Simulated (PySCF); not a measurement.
What moves σ(N)?

GIAO PBE0/pcSseg-1 on GFN2-xTB geometries (PySCF 2.14.0 with density-fitted response routines, gas phase, non-relativistic):

| SMILES | Hirshfeld charge (e) of N | σ(N) (ppm) |
| --- | --- | --- |
| CCCN1CCC[SiH2]1 | -0.168 | 237.8 |
| C=CN1CCC[SiH2]1 | -0.146 | 178.1 |
| C1CC(N2CCC[SiH2]2)C1 | -0.175 | 207.5 |
| CCN1CCC[SiH2]1 | -0.173 | 224.4 |
| C1C[SiH2]N(C2CC2)C1 | -0.171 | 221.1 |
| CN1CCC[SiH2]1 | -0.176 | 242.3 |
| C=CCN1CCC[SiH2]1 | -0.173 | 233.6 |
| O=CN1CCC[SiH2]1 | -0.137 | 130.6 |

**Question.** Fit σ(N) as a line in the Hirshfeld charge of N. How well does it hold?

**Answer.** σ = -177.7 − 2347.8 x, with x in e; correlation -0.92, rms deviation 13.9 ppm, largest 25.7 ppm at `C1CC(N2CCC[SiH2]2)C1`. A charge says how many electrons sit at the atom, not how easily they circulate, so such a line holds only within like compounds.

**Question.** A further member, `CC(C)(C)N1CCC[SiH2]1`, has x = -0.168. What does the line predict, and what does the calculation give?

**Answer.** The line gives 216.7 ppm; the calculation 213.1 ppm, a difference of -3.6 ppm, within the usual scatter of the fit.
